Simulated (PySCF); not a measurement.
A GIAO shielding run with PySCF 2.14 (density fitting, non-relativistic, gas phase) on `[SiH3][Si@]1([SiH2]P)[SiH2]CS1`, CH11PSSi4:

```
$ OMP_NUM_THREADS=1 python probes_run.py task.json out

{"job": {"kind": "nmr", "xc": "PBE0", "basis": "pcSseg-1"}, "charge": 0, "multiplicity": 1}
Si    -0.815154    -1.279705     1.909493
Si    -0.298276    -0.251829    -0.145858
Si     1.695584    -0.973436    -1.138985
P      3.056561    -1.066487     0.636191
Si    -0.931853     2.003267    -0.487411
C     -2.279827     1.233343    -1.611530
S     -1.934859    -0.568556    -1.600493
H     -1.920376    -0.630476     2.621637
H     -1.153436    -2.697411     1.781435
H      0.391292    -1.150952     2.727679
H      1.737572    -2.332446    -1.694145
H      2.285105    -0.116850    -2.183744
H      3.139930     0.302551     0.786127
H      4.220516    -1.108430    -0.092748
H     -1.560964     2.784660     0.582835
H     -0.093862     2.923622    -1.265354
H     -2.251108     1.563217    -2.646957
H     -3.295603     1.372234    -1.248868
```

Hardware: 1 thread of an Arm Neoverse N1, shared host. The job also computes population analyses, field gradients, ring-centre shieldings.

Task: How large is the calculation?

Result: 104 electrons, 216 basis functions and 1267 auxiliary functions.

Task: How long does it take, and how much memory does it need?

Result: 81 s of wall time, with 12 SCF cycles and 5 response iterations; peak memory 1.1 GiB. Times on a shared host scatter by some tens of per cent.
